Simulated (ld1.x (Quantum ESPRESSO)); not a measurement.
## What one change does to a pseudopotential (fluorine, TM)

ld1.x (Quantum ESPRESSO) 7.5 input, shortened:

```
&input
   title='F', zed=9., rel=0, dft='BP', iswitch=3,
   config='[He] 2s2 2p5 3d-2'
 /
 &inputp
   pseudotype=2, tm=.true., lloc=-1, rcloc=0.65,
   nlcc=.true., new_core_ps=.true.
 /
3
2S  1  0   2.00   0.00  0.85  0.85  0.0
2P  2  1   5.00   0.00  0.80  0.80  0.0
3D  3  2  -2.00  -0.10  0.85  0.85  0.0
 &test
   configts(1)='2s2 2p5'
 /
```

All-electron outer shells of the reference configuration (BP86, non-relativistic, ld1.x):

| shell | level (eV) | outermost node (bohr) | outermost maximum (bohr) |
| --- | --- | --- | --- |
| 2s | -29.91 | 0.24 | 0.76 |
| 2p | -11.21 | – | 0.71 |

Change: scalar-relativistic.

Cutoffs: the cutoffs (Ry, on a coarse ladder) from which the occupation-weighted sum of valence levels, in a spherical-Bessel basis at the reference potential, stays within 10 and 1 mRy of its value at 400 Ry; they do not see the model core or the augmentation charge, which bear on the density cutoff. Errors are all-electron minus pseudo energies relative to the spin-unpolarised reference configuration.

Question: Predict the effect on cutoff, ghosts and configuration errors.

Answer: The potential gets neither clearly harder nor softer (180 Ry and 300 Ry → 180 Ry and 300 Ry); of the 7 tests that both files solve, the error grows in 1 and shrinks in 3 by more than 15 % and 0.3 meV (median size 4.7 → 2.7 meV); neither file shows a bound ghost.

```csv
quantity,base,changed
"cutoff, loose",180 Ry,180 Ry
"cutoff, tight",300 Ry,300 Ry
bound ghosts,none,none
"error for 2s2 2p4, meV [ΔE 19.49 → 19.48 eV]",+2.0,+0.4
"error for 2s2 2p3, meV [ΔE 57.97 → 57.95 eV]",+19,+16
"error for 2s2 2p2, meV [ΔE 118.70 → 118.67 eV]",+88,+82
"error for 2s1 2p6, meV [ΔE 18.72 → 18.81 eV]",+8.8,+8.5
"error for 2s2 2p4.5, meV [ΔE 7.59 → 7.59 eV]",+0.3,-0.4
"error for 2s1 2p5, meV [ΔE 38.50 → 38.59 eV]",+4.7,+2.7
"error for 2s2 2p5.3, meV [ΔE -2.70 eV]",0.0,+0.4
s: phases at 0.95 bohr within 0.05 rad from the reference energy up to (Ry; the scan ends near 5),to the end of the scan,to the end of the scan
p: phases at 0.95 bohr within 0.05 rad from the reference energy up to (Ry; the scan ends near 5),to the end of the scan,to the end of the scan
d: phases at 0.95 bohr within 0.05 rad from the reference energy up to (Ry; the scan ends near 5),to the end of the scan,to the end of the scan
```
